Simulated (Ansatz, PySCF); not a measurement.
Energy difference 2 R1 → P1 + P2, each structure at its B3LYP-D3(BJ)/def2-TZVP stationary point, reached from a drawn start (curvature not checked).
P1, F3NbO (SMILES [O]=[Nb]([F])([F])[F]) (charge 0, multiplicity 1):
```json
[
 {"atom": "Nb", "x (Å)": "0.0035", "y (Å)": "0.0035", "z (Å)": "0.0035"},
 {"atom": "O", "x (Å)": "0.9872", "y (Å)": "0.9695", "z (Å)": "0.9868"},
 {"atom": "F", "x (Å)": "1.1171", "y (Å)": "-1.0604", "z (Å)": "-1.0549"},
 {"atom": "F", "x (Å)": "-1.0421", "y (Å)": "1.1364", "z (Å)": "-1.0530"},
 {"atom": "F", "x (Å)": "-1.0657", "y (Å)": "-1.0489", "z (Å)": "1.1177"}
]
```
R1, F2NbO (SMILES [O]=[Nb]([F])[F]) (charge 0, multiplicity 2):
```xyz
4

Nb    -0.0212    -0.0005    -0.1473
O      1.6673    -0.0085     0.0393
F     -0.8142     1.7015     0.0473
F     -0.8319    -1.6924     0.0608
```
P2, FNbO (SMILES [O]=[Nb][F]) (charge 0, multiplicity 3, Z-matrix in Å and degrees):
```
Nb
O 1 1.6976
F 1 1.9020 2 117.51
```

```
level                                reaction energy (kcal/mol)   cost
-----------------------------------  --------------------------  -----
SVWN5/def2-TZVPP                                           1.76   ×0.7
BLYP-D3(BJ)/def2-TZVPP                                     3.99     ×1
revPBE/def2-TZVPP                                          2.04     ×1
r2SCAN/def2-TZVPP                                          1.82     ×2
r2SCAN-D3(BJ)/def2-TZVPP                                   1.77     ×2
B3LYP/def2-TZVPP                                           4.65     ×1
PBE0/def2-TZVPP                                            2.61     ×1
PBE0-D3(BJ)/def2-TZVPP                                     2.45     ×1
BHLYP/def2-TZVPP                                           6.43     ×1
BHLYP-D4/def2-TZVPP                                        6.51     ×1
M06-2X/def2-TZVPP                                        -41.60      -
CAM-B3LYP-D3(BJ)/def2-TZVPP                                5.64     ×1
wB97M-V/def2-TZVPP                                         4.10     ×4
B2PLYP-D4/def2-TZVPP                                       3.93     ×2
MP2/def2-QZVPP                                             0.90      -
SCS-MP2/def2-SVP                                           2.29      -
SCS-MP2/def2-TZVPP                                         2.69      -
SCS-MP2/def2-QZVPP                                         3.65      -
CCSD(T)/def2-TZVPP                                         4.56    ×20
CCSD(T)/CBS(def2-TZVPP, def2-QZVPP)                        5.66  ×400*
```

P less R. No zero-point or thermal terms; singlets are restricted closed shells; open shells are unrestricted; no spin–orbit coupling. The spin states of the d-block species are the ones drawn and need not be the lowest.

Correlated levels freeze the cores. CBS: X⁻³ extrapolation of the correlation energy, Hartree–Fock from the larger set.

Codes used: Ansatz (a first-principles code); PySCF for M06-2X and the D3/D4 terms. Each number belongs to the level named beside it. Elements past Kr take the def2 small-core potentials, without spin–orbit coupling.

Costs are rough ratios of core time to PBE/def2-TZVPP (about 16 s over the structures, on one shared machine); a dash marks a level with no comparable run of its own. A star marks coupled-cluster runs past 200 virtual orbitals, where the program's memory plan changes under this machine's limit, so their costs aren't comparable with smaller runs.
